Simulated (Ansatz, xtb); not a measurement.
## Two isomers of C2H11FSi3

Structure a: `F[SiH](C[SiH3])C[SiH3]`, a singlet. Structure b: `CC[Si@@H]([SiH3])[SiH2]F`, a singlet. Both are isolated molecules in the gas phase, relaxed with PBE-D3(BJ)/def2-SVP, each in the lowest conformer that the search found.

**Question.** Which of the two would you expect CCSD(T)/def2-SVP + ΔMP2/def2-TZVPP electronic energies to favour?

**Answer.** Structure a; the calculation gives E(b) − E(a) = +19.8 kcal/mol.

The same difference at several levels:

```json
{"level": "PBE-D3(BJ)/def2-SVP", "geometry": "PBE-D3(BJ)/def2-SVP", "E(b) − E(a) (kcal/mol)": "+11.5", "departure from the last row (kcal/mol)": "−8.3", "job, with rough time for the two": "optimisation, 2.2 min"}
{"level": "HF/def2-SVP", "geometry": "PBE-D3(BJ)/def2-SVP", "E(b) − E(a) (kcal/mol)": "+19.1", "departure from the last row (kcal/mol)": "−0.7", "job, with rough time for the two": "part of the CCSD(T) run"}
{"level": "MP2/def2-SVP", "geometry": "PBE-D3(BJ)/def2-SVP", "E(b) − E(a) (kcal/mol)": "+18.7", "departure from the last row (kcal/mol)": "−1.1", "job, with rough time for the two": "part of the CCSD(T) run"}
{"level": "CCSD(T)/def2-SVP", "geometry": "PBE-D3(BJ)/def2-SVP", "E(b) − E(a) (kcal/mol)": "+15.7", "departure from the last row (kcal/mol)": "−4.1", "job, with rough time for the two": "single point"}
{"level": "CCSD(T)/def2-SVP + ΔMP2/def2-TZVPP", "geometry": "PBE-D3(BJ)/def2-SVP", "E(b) − E(a) (kcal/mol)": "+19.8", "departure from the last row (kcal/mol)": "", "job, with rough time for the two": "single point, 2 min"}
```

As drawn, b has 1 C–C, 2 Si–Si, 1 C–H in place of 3 C–Si, 1 Si–H.

The levels shown agree on the order. The largest departure from CCSD(T)/def2-SVP + ΔMP2/def2-TZVPP is that of PBE-D3(BJ)/def2-SVP, 8.3 kcal/mol. Levels run at GFN2-xTB geometries aren't shown. The last row adds to CCSD(T) the change of the MP2 difference between the two basis sets, here +4.1 kcal/mol, a large step that makes the value less sure.

With thermal terms from frequencies at re-optimised GFN2-xTB minima (ideal gas, soft modes damped towards free rotors, one conformer each, 298.15 K, 1 atm): on the last row, ΔE + ΔZPE = +22.0, ΔH = +22.4, ΔG = +21.4 kcal/mol.

The correlated steps freeze 18 core orbitals. Mirror images aren't counted in ΔG. Codes used: Ansatz 0.2.0, xtb 6.7.1; the last row on 2 threads of Intel(R) Xeon(R) Processor @ 2.70GHz on a shared host.
